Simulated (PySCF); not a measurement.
methane (CH4), SMILES C.

Geometry: PBE-D3(BJ)/def2-TZVPD.

These are M06-2X/def2-TZVPD (PySCF) values and carry that method's errors.

Symmetry labels are those of the subgroup D2 that the program uses (full group Td).

Computed valence orbital energies around the gap with their symmetry:
| orbital | symmetry | energy (eV) |
|---|---|---|
| HOMO−4 | A | -286.20 |
| HOMO−3 | A | -21.30 |
| HOMO−2 | B1 | -12.35 |
| HOMO−1 | B2 | -12.35 |
| HOMO | B3 | -12.35 |
| LUMO | A | 0.68 |
| LUMO+1 | B1 | 3.02 |
| LUMO+2 | B2 | 3.02 |
| LUMO+3 | B3 | 3.02 |
